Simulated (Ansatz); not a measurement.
C4H10ClGa (`CC[CH]([GaH2])CCl`), relaxed with RKS PBE0-D4/def2-TZVP in the Gaussian-basis code of Ansatz from a GFN2-xTB geometry. The force threshold is 0.005 eV/Å; the program also tests the step.

The species carries charge 0 and has multiplicity 1.

Start:

```xyz
16

C     1.126    1.231    0.489
C    -0.386    1.064    0.463
C    -0.835   -0.294   -0.090
Ga   -0.085   -0.485   -2.004
C    -0.342   -1.493    0.689
Cl   -0.973   -1.513    2.375
H     1.395    2.258    0.726
H     1.585    0.580    1.230
H     1.546    0.983   -0.500
H    -0.785    1.205    1.471
H    -0.818    1.842   -0.180
H    -1.934   -0.308   -0.077
H     0.494   -1.854   -2.563
H    -0.047    0.724   -3.030
H     0.746   -1.515    0.773
H    -0.688   -2.424    0.227
```

| step | energy (eV) | largest force (eV/Å) | largest move (Å) |
| --- | --- | --- | --- |
| 1 | -69197.3984 | 0.315 | 0.000 |
| 2 | -69197.4720 | 0.220 | 0.133 |
| 3 | -69197.4821 | 0.079 | 0.039 |
| 4 | -69197.4843 | 0.055 | 0.032 |
| 5 (rejected) | -69197.4676 | 0.380 | 0.091 |
| 6 | -69197.4852 | 0.039 | 0.045 |
| 7 | -69197.4853 | 0.008 | 0.011 |
| 8 | -69197.4854 | 0.007 | 0.024 |
| 9 | -69197.4854 | 0.005 | 0.010 |
| 10 | -69197.4854 | 0.012 | 0.016 |
| 11 | -69197.4854 | 0.007 | 0.010 |
| 12 | -69197.4854 | 0.002 | 0.007 |

End:

```xyz
16

C     1.148    1.248    0.487
C    -0.358    1.047    0.429
C    -0.776   -0.311   -0.133
Ga   -0.104   -0.508   -2.003
C    -0.358   -1.492    0.700
Cl   -1.035   -1.449    2.377
H     1.403    2.238    0.868
H     1.632    0.515    1.137
H     1.605    1.163   -0.509
H    -0.777    1.168    1.434
H    -0.803    1.834   -0.187
H    -1.871   -0.327   -0.225
H     0.515   -1.861   -2.513
H    -0.238    0.725   -2.970
H     0.722   -1.556    0.832
H    -0.706   -2.433    0.276
```

It took 67 s on 2 threads of an AMD EPYC 7R13 on a shared host and a share of an NVIDIA H100 80 GB, with 0.95 GiB of host memory at the peak.
